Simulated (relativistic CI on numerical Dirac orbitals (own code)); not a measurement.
# Hyperfine structure of As¹²⁺, mass number 75

Calculated at this level of theory: Dirac-Coulomb-Breit CI, KLI orbitals optimised for each configuration, model QED (radiative potential, 1s self-energy scaled to tabulated hydrogen-like ionisation energies), unscaled Slater integrals (own radial code, finite nucleus).

Configuration list (outside the closed core [Ne]): 3s2 3p6 3d3, 3s2 3p5 3d4, 3s 3p6 3d4, 3s2 3p6 3d2 4s, 3s2 3p6 3d2 4p, 3s2 3p6 3d2 4d, 3s2 3p6 3d2 4f, 3s2 3p6 3d 4s 4p, 3s2 3p5 3d3 4s, 3s2 3p6 3d2 5s, 3p6 3d5, 3p5 3d6, 3s2 3p6 3d 4s2, 3s2 3p6 4s2 4p, 3s2 3p6 4s2 4d, 3s2 3p6 4s2 4f, 3s2 3p6 3d 4p2, 3s2 3p6 4s 4p2, 3s2 3p6 4p3, 3s2 3p6 4p2 4d, 3s2 3p6 4p2 4f, 3s2 3p6 3d 4s 4d, 3s2 3p6 4s 4p 4d, 3s2 3p6 4s 4d2, 3s2 3p6 4s 4d 4f. Double excitations out of closed p, d and f shells are left out; levels of such configurations are missing from the list, as are those of other unlisted configurations, and high levels can miss mixing partners. These lack a partner that the ground configuration has and come out too high: 3s2 3p5 3d3 4s.

Nuclear spin I = 3/2, μ = 1.4383 μN, Q = 0.311 b (tables of Stone and Pyykkö). The electronic factors are computed for point nuclear moments, without core polarisation or the Bohr-Weisskopf and QED corrections.

| Level | E (eV) | A (MHz) | B (MHz) |
| --- | --- | --- | --- |
| 3s2 3p6 3d3 4F_3/2 | 0.0000 | 3551 | -271 |
| 3s2 3p6 3d3 4F_5/2 | 0.3888 | 2179 | -266 |
| 3s2 3p6 3d3 4F_7/2 | 0.8621 | 1795 | -360 |
| 3s2 3p6 3d3 4F_9/2 | 1.3807 | 1732 | -518 |
| 3s2 3p6 3d3 4P_1/2 | 4.7881 | -1855 |  |
| 3s2 3p6 3d3 4P_3/2 | 4.7921 | 1768 | -581 |
| 3s2 3p6 3d3 2G_7/2 | 5.2836 | 2635 | 428 |
| 3s2 3p6 3d3 4P_5/2 | 5.4153 | 789.3 | 740 |

Levels with J = 0, under 50 % of one LS term, or S terms without an open s electron are left out. Small factors come from cancelling terms and can be off by tens of per cent or more.

At this charge energies of transitions that change n are usually good to better than 1 %, and those within a shell (Δn = 0) to a few per cent. Terms inside the open d or f shell come out 10 to 20 % too wide with unscaled integrals.

Task: Give the hyperfine levels of 3s2 3p6 3d3 4F_3/2 relative to its centre of gravity.

Result: With K = F(F + 1) − I(I + 1) − J(J + 1), E = AK/2 + B[¾K(K + 1) − I(I + 1)J(J + 1)]/[2I(2I − 1)J(2J − 1)]: F = 0: -13650, F = 1: -9832, F = 2: -2460, F = 3: 7921 MHz.

LS names give the leading component of a level, which can be under half, so a name can repeat, a term be missing and a line seem to break the LS rules.
